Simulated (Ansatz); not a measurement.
`N[SiH2][AlH][SeH]` + CH₃OH → `C[O][AlH][SeH]` + `N[SiH3]`  (cleavage of the Al–Si bond)

Computed with Ansatz on PBE0-D4/def2-TZVP structures; ΔE is electronic, products minus reactants. CCSD(T)/CBS is the MP2 limit (def2-TZVPP, def2-QZVPP) plus CCSD(T) − MP2 in def2-TZVPP, frozen cores. This one scheme is used for every species. Functionals use def2-TZVPP. B3LYP here is the variant with VWN-RPA as its local correlation; programs differ in this. For Se outer-core shells are correlated without core-valence functions, which leaves a few kJ/mol of doubt a bond. Scalar relativity is left out up to krypton. Each species was taken in one conformer, which may not be the lowest.

```csv
level,ΔE (kJ/mol),difference from CCSD(T)/CBS
PBE-D4,-116.2,23.4
PBE0-D4,-121.7,17.9
B3LYP-D4,-141.3,-1.7
ωB97X-V,-139.9,-0.3
ωB97M-V,-145.4,-5.8
B2PLYP,-148.1,-8.5
PBE,-117.4,22.2
r2SCAN,-137.8,1.8
HF/def2-TZVPP,-157.9,-18.3
MP2/def2-TZVPP,-151.3,-11.7
SCS-MP2/def2-TZVPP,-153.0,-13.4
CCSD/def2-TZVPP,-143.7,-4.1
HF/def2-QZVPP,-159.7,-20.1
MP2/def2-QZVPP,-151.0,-11.4
MP2/CBS(def2),-149.8,-10.2
CCSD/CBS(def2),-142.1,-2.5
CCSD(T)/CBS,-139.6,0
```

Largest T1 diagnostic among the species: 0.011.

In def2-TZVPP, CCSD(T) changes the Hartree–Fock value by +16.8 kJ/mol (the triples alone add +2.5 kJ/mol) and MP2 by +6.6 kJ/mol. From PBE to PBE0 (25 % exact exchange), in def2-TZVPP and without D4, ΔE moves by −5.6 kJ/mol.
